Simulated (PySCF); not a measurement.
## BeCl₂: fields on a plane

These are results of PBE in PySCF with Be def2-TZVP, Cl def2-TZVP; no relativity; density-fitted integrals, not measurements.

The singlet minimum has Be–Cl 1.809 Å (×2); Cl–Be–Cl 180.0°.

The plane holds Be1 at (0.00, 0.00), Cl2 at (1.81, 0.00), Cl3 at (-1.81, 0.00) Å. Columns run from x = -3.75 to 4.05 Å, rows from y = 2.25 (top) to -1.95 Å, in steps of 0.3 Å. Other isomers or separated fragments may lie lower.

**Question.** Give the electrostatic potential (V) (cut at 20 V). Lower edges of the bins (V): '_' -0.17, '.' -0.05, ':' 0.14, '-' 0.44, '=' 0.92, '+' 1.67, '*' 2.86, '#' 4.75, '%' 7.74, '@' 12.48; top 20.0, each point printed twice.

**Answer.** 
```
______________....::::--------::::....________________
______________....::----====----::....________________
__________......::--====++++====--::......____________
____....::--========++++****++++========--::....______
__..::--++**####**++**########**++**####**++--::..____
..::--++##@@@@@@@@####%%@@@@%%####@@@@@@@@##++--::....
..::==**@@@@@@@@@@@@%%@@@@@@@@%%@@@@@@@@@@@@**==::....
..--++##@@@@@@@@@@@@@@@@@@@@@@@@@@@@@@@@@@@@##++--....
..--++##@@@@@@@@@@@@@@@@@@@@@@@@@@@@@@@@@@@@##++--....
..::==**@@@@@@@@@@@@%%@@@@@@@@%%@@@@@@@@@@@@**==::....
..::--++##@@@@@@@@####%%@@@@%%####@@@@@@@@##++--::....
__..::--++**####**++**########**++**####**++--::..____
____....::--========++++****++++========--::....______
__________......::--====++++====--::......____________
______________....::----====----::....________________
```

**Question.** Give the electron localisation function (set to 0 where the density is under 0.005 e/Å³). Lower edges of the bins: '0' 0.000, '1' 0.100, '2' 0.199, '3' 0.299, '4' 0.399, '5' 0.498, '6' 0.598, '7' 0.698, '8' 0.798, '9' 0.897; top 1.00.

**Answer.** 
```
000000000000000000000000000
000012222100000012222100000
000234544321001234454320000
002467766542002456677642000
013678887764114677888763100
025788888874004788888875200
036887116881001886117886300
036881881870990781881886300
036881881870990781881886300
036887116881001886117886300
025788888874004788888875200
013678887764114677888763100
002467766542002456677642000
000234544321001234454320000
000012222100000012222100000
```
